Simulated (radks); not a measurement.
Effect of the nuclear size on neutral tellurium, [Kr] 4d10 5s2 5p4. Method: Dirac Kohn-Sham, PBE, spin-unpolarised, spherical densities, finite nucleus; open shells are shared between the two j in proportion to 2j + 1; Fermi nuclear charge, rms radius 4.7423 fm; computed with a radial shooting solver on a logarithmic mesh with Libxc functionals. The rms radius is varied about that value; shifts are against it.

rms radius (fm)  total energy shift (eV)  density at nucleus (e/bohr^3)  1s1/2 shift (meV)  2s1/2 shift (meV)  4s1/2 shift (meV)  4p1/2 shift (meV)  5s1/2 shift (meV)
4.1258                             -1.29                      2.333e+05               -540              -62.9              -2.48              0.192             -0.283
4.2776                            -0.987                      2.319e+05               -413              -48.1              -1.90              0.146             -0.216
4.7423                                 0                       2.28e+05              0.000              0.000              0.000              0.000              0.000
5.1501                             0.936                      2.249e+05                392               45.6               1.80             -0.139              0.205
5.5769                              1.98                      2.219e+05                830               96.6               3.82             -0.294              0.434

Slopes of the eigenvalues against <r^2> in GHz/fm^2, as finite differences over the two radii next to the reference (eigenvalue slopes, not the field-shift constants of lines): 1s1/2 23700, 2s1/2 2750, 4s1/2 109, 4p1/2 -8.38, 5s1/2 12.4.
